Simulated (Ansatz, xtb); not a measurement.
**Ranking isomers of BFH6Si2**

11 gas-phase structures of BFH6Si2, found in a search over its isomers (lower ones may exist). Each was relaxed with GFN2-xTB; where two conformers were screened, the lower at r2SCAN-D4/def2-SVP is listed:

A. `F[B@H-]([SiH2+])[SiH3]`, a singlet
B. `F[SiH+][BH2-][SiH3]`, a singlet
C. `[BH3-][Si+](F)[SiH3]`, a singlet
D. `FB[SiH2][SiH3]`, a singlet
E. `F[BH2-][SiH+][SiH3]`, a singlet
F. `B[SiH2][SiH2]F`, a singlet
G. `B[Si@H](F)[SiH3]`, a singlet
H. `FB([SiH3])[SiH3]`, a singlet
I. `[BH3-][SiH+][SiH2]F`, a singlet
J. `F[SiH2]B[SiH3]`, a singlet
K. `F[SiH2][BH2-][SiH2+]`, a singlet

Task: Which do you expect lowest at r2SCAN-D4/def2-SVP, and how would the others follow?

Result: Calculated order at r2SCAN-D4/def2-SVP: D (0.0), H (30.2), B (58.2), F (58.4), G (60.0), J (65.5), K (79.7), C (91.8), A (144.4), I (145.5), E (174.9) kJ/mol. Less than 1 kcal/mol parts B and F; F and G; A and I, so the order within those pairs means little.

Energies above the lowest of each column, in kJ/mol; the last columns are at B3LYP/6-31G* geometries and were run for some of them only (a dash: not run or not comparable):

```csv
structure,GFN2-xTB,HF/STO-3G,r2SCAN-D4/def2-SVP,B3LYP/6-31G*,CCSD(T)/def2-SVP + ΔMP2/def2-TZVPP
D,88.8,0.0,0.0,0.0,0.0
H,108.9,37.7,30.2,32.1,31.5
B,19.5,246.8,58.2,50.7,–
F,51.8,159.4,58.4,33.2,21.3
G,56.2,158.2,60.0,32.3,25.6
J,58.6,183.6,65.5,47.8,–
K,0.0,285.4,79.7,–,–
C,37.3,232.9,91.8,–,–
A,111.5,279.0,144.4,–,–
I,34.1,311.1,145.5,–,–
E,108.5,264.2,174.9,–,–
```

CCSD(T)/def2-SVP + ΔMP2/def2-TZVPP puts D lowest of those it was run on; GFN2-xTB picks K. CCSD(T)/def2-SVP + ΔMP2/def2-TZVPP orders those it was run on as D (0.0), F (21.3), G (25.6), H (31.5) kJ/mol. Flexible structures stand in one conformer each, not always the lowest. Frequencies (B3LYP/6-31G*) were run for D, F, G, H alone. The ΔMP2 step shifts differences by up to 30.9 kJ/mol, which makes them less sure. ΔMP2 is the change of the MP2 energy from the smaller to the larger basis.

Over these structures GFN2-xTB departs from r2SCAN-D4/def2-SVP by 46.6 kJ/mol on average once a common shift is removed. A GFN2-xTB relaxation took about 0.11 s and the r2SCAN-D4/def2-SVP energy about 2.9 s on a shared host (Ansatz 0.2.0, xtb 6.7.1 (Pople sets with spherical d functions)).
